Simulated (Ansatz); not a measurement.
`O[SiH2][AlH][SiH3]` + `CO[SiH](O)Cl` → `CO[SiH](Cl)O[SiH3]` + `O[SiH2][AlH2]`  (cleavage of the Si–Al bond)

Gas-phase electronic energies from Ansatz, PBE0-D4/def2-TZVP geometries. CCSD(T)/CBS is the MP2 limit (def2-TZVPP, def2-QZVPP) plus CCSD(T) − MP2 in def2-TZVPP, frozen cores. Each species was taken in one conformer, which may not be the lowest.

```json
{"level": "HF/CBS(def2)", "ΔE (kJ/mol)": "-129.2"}
{"level": "CCSD/CBS(def2)", "ΔE (kJ/mol)": "-100.9"}
```

Problem. What does CCSD(T)/CBS give? (An estimate is asked.)

Solution. Ansatz gave: -96.6 kJ/mol. The listed levels differ from it by -32.6, -4.3 kJ/mol.

Largest T1 diagnostic among the species: 0.013.

In def2-TZVPP, CCSD(T) changes the Hartree–Fock value by +30.3 kJ/mol (the triples alone add +4.3 kJ/mol) and MP2 by +21.2 kJ/mol. From PBE to PBE0 (25 % exact exchange), in def2-TZVPP and without D4, ΔE moves by −10.6 kJ/mol. The D4 term adds −3.5 kJ/mol with B3LYP and −1.9 kJ/mol with PBE0; it sums over pairs of atoms, weighted by their polarisabilities, and B3LYP, whose exchange is more repulsive, gets the larger term.

B3LYP here is the variant with VWN-RPA as its local correlation; programs differ in this.
